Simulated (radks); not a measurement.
The numbers below are computed, except where a source is named.
Ionisation of Ca9+, [Ne] 3s1, to Ca10+, [Ne], under several functionals. Scalar-relativistic Kohn-Sham, spin-unpolarised, spherical densities, finite nucleus; a radial shooting solver on a logarithmic mesh with Libxc functionals.

functional                                        E(Ca9+) (hartree)  Exc (hartree)  IE (eV)  -e(HOMO) (eV)  <r> HOMO (bohr)  IE error (eV)
exchange-only LDA                                        -648.45484      -27.92798   209.42         198.92           0.9780           -1.9
exchange-only B88                                        -650.93038      -30.45499   210.39         199.67           0.9773           -0.9
PBE                                                      -651.19313      -30.71729   211.50         200.48           0.9767           +0.2
SCAN                                                     -651.44913      -30.97923   209.01         199.93           0.9834           -2.3
LDA (Slater exchange, Perdew-Zunger correlation)         -649.51769      -29.00216   211.02         200.63           0.9762           -0.3
exchange-only r2SCAN                                     -650.92799      -30.44909   207.89         198.72           0.9856           -3.4
exchange-only PBE                                        -650.76203      -30.28136   211.04         199.73           0.9777           -0.2
Wu-Cohen GGA                                             -650.86141      -30.37980   210.84         200.30           0.9768           -0.4
LDA (Slater exchange, VWN5 correlation)                  -649.52357      -29.00792   211.03         200.64           0.9761           -0.2

NIST Atomic Spectra Database: 211.28 eV (semi-empirical). Closest: PBE. The Delta-SCF values span 3.61 eV, the total energies 2.99 hartree. The highest occupied level is 3s. Spin polarisation and multiplet splitting are left out, so open shells lie too high by an amount that depends on their filling.

Beside tabulated values, note that spin-unpolarised runs miss the spin-polarisation part of the exchange energy of open shells.
